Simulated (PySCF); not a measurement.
An unknown shows these calculated signals:

$^{1}$H NMR (300 MHz, computed): δ 5.13 (s, 3H), 2.48 (q, 2H), 1.29 (t, 3H).

$^{13}$C{$^{1}$H} NMR (computed): δ 164.8 (C), 119.5 (C), 40.1 (CH2), 14.1 (CH3).

PySCF 2.14.0 with density-fitted response routines calculation with PBE0/pcSseg-1 with gauge-including orbitals and structure optimised with GFN2-xTB; no relativistic terms, a single conformation, fast rotation and ring inversion assumed for equivalent nuclei, gas phase.

Chemical shifts δ = σref − σ; $^{1}$H (31.72 ppm), $^{13}$C (186.93 ppm) vs TMS, all at this level.

Task: Which of these does the molecule contain: a tert-butyl group, a Si–H bond, an NH or NH2 group, a C≡C triple bond, a nitrile, a CH3CH2 unit?

Result: 
- A tert-butyl group: no.
- A Si–H bond: yes (δH 5.13 (s)).
- An NH or NH2 group: no.
- A C≡C triple bond: no.
- A nitrile: yes (δC 119.5).
- A CH3CH2 unit: yes (δC 14.1, 40.1; δH 1.29 (t), 2.48 (q)).

The data belong to `C(/CC)(C#N)=N/[SiH3]`, C4H8N2Si; they needn't prove each group on their own.

Carbon signals by region: 1 in the far downfield region (above 160 ppm), 1 in the sp2 and nitrile region (100–160 ppm), 2 below 50 ppm. Above 160 ppm: 164.8, C=N carbon.

Shifts are as computed. Against solution values, carbons near 30 ppm lie about +3 ppm off and those near 130 ppm about +5 ppm. Of 1313 compounds with measured shifts, 239 miss one by over three times the rms of a fit or turn the order of signals round; such compounds aren't used in these exercises. No couplings were computed; multiplicities are counted from neighbouring protons, with m where these are inequivalent, close in shift, in a saturated or five-membered ring or joined by F or P, and br s for small geminal =CH2 splittings.
